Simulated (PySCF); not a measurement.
C3H4F2O2S.
SMILES with atom numbers: `[O:1]=[S:2]1(=[O:3])[CH2:4][C@@H:5]([F:6])[C@@H:7]1[F:8]` (hydrogens: H9, H10 on C4; H11 on C5; H12 on C7)

A PySCF run (density fitting, gas phase, GFN2-xTB geometry) gave HOMO -7.44 eV, LUMO -1.50 eV, dipole 3.41 D.

Question: Which of these levels was it?
A. B3LYP/pcSseg-1
B. HSE06/3-21G
C. PBE0/pcSseg-1
D. LDA/pcSseg-1
E. PBE0/def2-SVPD

Answer: D. It is LDA/pcSseg-1. All candidates on this geometry:

```tsv
level and settings	kind	basis functions	SCF cycles	E (Eh)	HOMO (eV)	LUMO (eV)	dipole (D)
LDA/pcSseg-1, grid level 4	LDA	163	17	-860.1684	-7.44	-1.50	3.41
HSE06/3-21G, energy threshold 1e-07 Eh	screened hybrid, exact exchange at short range	84	10	-859.6784	-7.75	-0.14	3.91
B3LYP/pcSseg-1, energy threshold 1e-08 Eh	global hybrid	163	11	-864.8944	-8.46	-0.47	3.58
PBE0/def2-SVPD	global hybrid	211	15	-863.8912	-8.87	-0.56	3.72
PBE0/pcSseg-1	global hybrid	163	15	-864.2632	-8.71	-0.24	3.60
```

The nearest other candidate, by the summed differences of HOMO and LUMO, is HSE06/3-21G: its HOMO differs by -0.31 eV and its LUMO by +1.36 eV. Cycle counts include a coarse-grid stage where the run had one.
